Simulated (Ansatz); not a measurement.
A nudged elastic band was laid between two geometries of Cl2Zn + H2 (5 atoms, charge 0, multiplicity 1).

Level of theory: RKS PBE0-D4/def2-SVP in Ansatz.

```
movable images  : 9
climbing image  : yes
spring          : 5.0 eV/Å²
optimiser       : quadratic models (default)
start path      : through a guess of the saddle point
force threshold : 0.03 eV/Å
iteration limit : 48
end points      : relaxed
```

Initial state:

```xyz
5
Properties=species:S:1:pos:R:3
Zn 0.265 0.000 0.293
Cl 0.813 0.000 2.326
Cl -0.092 0.000 -1.781
H -2.224 0.000 0.461
H -2.048 0.000 1.205
```

Final state:

```xyz
5
Properties=species:S:1:pos:R:3
Zn -0.981 0.000 -0.552
Cl 0.190 0.000 2.034
Cl 0.878 0.000 -1.579
H -2.439 0.000 -0.068
H -0.933 0.000 2.667
```

**Question.** Which bonds break or form, and what moves?

**Answer.** Bonds broken: Zn1–Cl2, H4–H5. Bonds formed: Zn1–H4, Cl2–H5. Cl2Zn + H2 becomes ClH + ClHZn.

**Question.** Give the energies along the band, and the barrier.

**Answer.** It converged. The highest image is number 5 of 0 to 10, 1.31 eV above the first end and 0.42 eV above the last; the last end lies 0.89 eV above the first. A vibrational analysis at the climbing image gives one clearly imaginary mode, 865i cm⁻¹: a first-order saddle point. The orbitals stay closed-shell, which can raise the energy where a bond breaks towards radicals; this wasn't checked here.

```tsv
image	path coordinate (Å)	energy (eV)	Zn1–Cl2 (Å)	H4–H5 (Å)	Zn1–H4 (Å)
0	0.00	0.00	2.11	0.76	2.49
1	0.36	0.02	2.11	0.77	2.56
2	0.72	0.11	2.12	0.77	2.38
3	1.07	0.39	2.17	0.79	2.10
4	1.43	0.92	2.28	0.87	1.85
5	1.79	1.31	2.45	1.13	1.67
6	2.14	1.11	2.68	1.49	1.58
7	2.49	0.97	2.88	1.86	1.55
8	2.84	0.93	2.88	2.27	1.54
9	3.19	0.90	2.83	2.69	1.54
10	3.54	0.89	2.84	3.12	1.54
```

**Question.** What is the geometry of the highest image?

**Answer.** 
```xyz
5
Properties=species:S:1:pos:R:3
Zn -0.623 0.000 -0.126
Cl 0.202 0.000 2.182
Cl 0.373 0.000 -1.984
H -2.011 0.000 0.811
H -1.225 0.000 1.620
```

**Question.** What are the harmonic wavenumbers there?

**Answer.** 865i, 103, 220, 345, 433, 975, 998, 1380, 1678 cm⁻¹.

The run took 4.6 min on 1 thread of Arm Neoverse V1, with other jobs on the host, peak memory 0.18 GiB.
